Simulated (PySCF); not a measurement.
CH8GeN2.
Bonds: N1–C2, C2–Ge3, Ge3–N4. Hydrogens: H5, H6 on N1; H7, H8 on C2; H9, H10 on Ge3; H11, H12 on N4.

A GFN2-xTB structure was refined with PBE0-D3(BJ)/def2-SVP geometry optimisation, gas phase (PySCF 2.14.0). Its GFN2-xTB values:

```csv
coordinate,GFN2-xTB
N1–C2,1.474 Å
N1–H5,1.031 Å
C2–Ge3,1.975 Å
C2–H7,1.105 Å
Ge3–N4,1.866 Å
Ge3–H9,1.487 Å
N4–H11,1.028 Å
N1–C2–Ge3,107.3°
N1–C2–H7,113.7°
C2–N1–H5,108.1°
C2–Ge3–N4,107.1°
C2–Ge3–H10,113.9°
Ge3–C2–H7,110.2°
N4–Ge3–H10,102.6°
H11–N4–H12,109.8°
N1–C2–Ge3–N4,-63°
```

How do these coordinates change at the PBE0-D3(BJ)/def2-SVP level?

| coordinate | PBE0-D3(BJ)/def2-SVP (Å or °) | change |
| --- | --- | --- |
| Ge3–H9 | 1.548 | +0.061 |
| N1–C2 | 1.451 | -0.023 |
| Ge3–N4 | 1.850 | -0.016 |
| C2–Ge3 | 1.962 | -0.013 |
| N1–H5 | 1.018 | -0.013 |
| N4–H11 | 1.018 | -0.010 |
| C2–H7 | 1.110 | +0.005 |
| N4–Ge3–H10 | 106.5 | +3.9 |
| C2–N1–H5 | 111.4 | +3.3 |
| C2–Ge3–N4 | 104.3 | -2.8 |
| H11–N4–H12 | 107.7 | -2.1 |
| N1–C2–H7 | 115.8 | +2.1 |
| C2–Ge3–H10 | 112.9 | -1.0 |
| N1–C2–Ge3 | 106.5 | -0.8 |
| Ge3–C2–H7 | 109.5 | -0.7 |
| N1–C2–Ge3–N4 | -36 | +27 |

The energy falls by 20.9 kJ/mol over 12 energy and gradient evaluations, the largest force component goes from 0.0449 to 3.7e-04 Eh/bohr, and the atoms move by 0.336 Å rms after alignment. The bond that changes most is Ge3–H9 (ends: germanium bonded to C, N and 2 H; Ge–H hydrogen), which lengthens by 0.061 Å. Bonds longer at the end by more than 0.005 Å: 6 of 11; shorter: 5. Among the dihedrals that turn most is H7–C2–Ge3–N4, from 61° to 90°. Rotational constants go from 7600, 3147, 2479 to 7202, 3499, 2552 MHz.

The run used 114 basis functions and 76 SCF cycles in all.

No frequency check. The numbers are those of one conformer.
